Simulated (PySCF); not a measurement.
Species: C₉H₁₆P (charge +1).
SMILES with atom numbers: `[CH:1]#[C:2][CH2:3][P@@+:4]([CH3:5])([CH2:6][CH3:7])[CH2:8][CH:9]=[CH2:10]` (hydrogens: H11 on C1; H12, H13 on C3; H14, H15, H16 on C5; H17, H18 on C6; H19, H20, H21 on C7; H22, H23 on C8; H24 on C9; H25, H26 on C10)

All values: PBE0/pcSseg-1 (PySCF, non-relativistic), on one gas-phase PBE0-D3(BJ)/def2-SVP geometry that isn't relaxed in the solvent. The solvent is an IEF-PCM continuum (Bondi radii, 1.10 Å for H, scaled by 1.2). Specific hydrogen bonds and non-electrostatic terms are outside this model.

Gas phase at PBE0/pcSseg-1: HOMO -11.52 eV, LUMO -4.11 eV.

Q: What does the continuum do to the energy and the frontier levels at PBE0/pcSseg-1 in methanol and water?

A: 
```tsv
solvent	ε	E(solvent) − E(gas) (kJ/mol)	polarisation term (kJ/mol)	distortion of the solute (kJ/mol)	HOMO (eV)	LUMO (eV)
methanol	32.61	-214.07	-222.00	7.93	-7.98	-0.53
water	78.36	-218.45	-226.95	8.50	-7.92	-0.46
```

The first energy column is the sum of the next two and covers electrostatics alone. From methanol to water the lowering changes by a factor 1.02, Born's factor 1 − 1/ε by 1.02 and ε itself by 2.4.

Q: Which radius a makes Born's formula ΔE = −(q²/2a)(1 − 1/ε) give the value in water?

A: a = q²(1 − 1/ε)/(2|ΔE|) = 3.14 Å, with q = +1 e and |ΔE| = 0.0832 Eh; the farthest nucleus lies 4.62 Å from the centroid of the nuclei. The formula assumes a point charge at the centre of a sphere.

Q: Which Hirshfeld charges (PBE0/pcSseg-1) respond most in methanol (means over atoms taken as equivalent)?

A: 
```csv
atoms,environment,gas (e),solvent (e),change
C1,terminal alkyne carbon,-0.057,-0.090,-0.033
C10,terminal =CH2 carbon,-0.058,-0.080,-0.022
P4,phosphonium phosphorus,+0.478,+0.499,+0.021
H26,vinylic hydrogen,+0.073,+0.061,-0.012
H13,methylene hydrogen,+0.085,+0.096,+0.011
H22,methylene hydrogen,+0.073,+0.081,+0.008
H17,methylene hydrogen,+0.072,+0.079,+0.007
C6,sp3 carbon bound to phosphorus,-0.082,-0.075,+0.007
```

Q: Which Mayer bond orders change most in methanol?

A: 
```
  bond  length (Å)    gas  solvent  change
 C1–C2       1.210  2.514    2.499  -0.015
C1–H11       1.077  1.128    1.140  +0.012
 P4–C6       1.809  1.003    1.012  +0.009
 P4–C5       1.797  1.061    1.069  +0.008
 C8–C9       1.500  1.005    1.013  +0.008
 C2–C3       1.451  1.086    1.079  -0.007
C7–H21       1.099  0.949    0.955  +0.006
 C6–C7       1.524  1.035    1.040  +0.005
```

The values belong to the conformer `[CH:1]#[C:2][CH2:3][P@@+:4]([CH3:5])([CH2:6][CH3:7])[CH2:8][CH:9]=[CH2:10]`: C2–C3–P4–C5 60°, C3–P4–C6–C7 179°, C3–P4–C8–C9 -64°, P4–C8–C9–C10 99°.
